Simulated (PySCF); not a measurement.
Species: C6H11NSi.
Cartesian coordinates in Å at the GFN2-xTB level; atoms count from 1:
```
atom  x, y, z in Å
N1    -3.7718   -1.0172   -0.4179
Si2   -3.3343    0.5835    0.0594
C3    -1.5074    0.8733    0.1951
C4    -0.3153    1.0324    0.2753
C5     1.1247    1.2005    0.3622
C6     1.8417    0.1309   -0.4378
C7     3.2106   -0.3141   -0.0212
C8     2.0362   -1.2286    0.1601
H9    -3.5409   -1.3218   -1.3499
H10   -3.6128   -1.7731    0.2285
H11   -3.8679    1.4601   -0.9854
H12   -3.9337    0.7753    1.3817
H13    1.4271    1.1425    1.4123
H14    1.3935    2.1928   -0.0165
H15    1.6351    0.1784   -1.5006
H16    3.9341   -0.5504   -0.7869
H17    3.6473    0.1348    0.8587
H18    1.6704   -1.3970    1.1620
H19    1.9537   -2.0932   -0.4805
```

Computed at PBE0/pcSseg-1 (PySCF, non-relativistic), with Q(14N) = 0.02044 b: N1, 14N (I = 1): χzz = -4.479 MHz, η = 0.302.

Q: Find the zero-field quadrupole resonance frequencies of 14N at N1.

A: From ν± = (3/4)|χ|(1 ± η/3) and ν0 = |χ|η/2: ν+ 3.698 MHz, ν− 3.021 MHz, ν0 0.677 MHz (silicon-bound nitrogen).

In a crystal, neighbours and librations shift these lines. Geometry: GFN2-xTB, one conformer, isolated molecule. GFN2-xTB bond lengths can be off by several hundredths of an ångström, more for odd bonds, and the gradients follow them. These gradients aren't converged with respect to the basis.
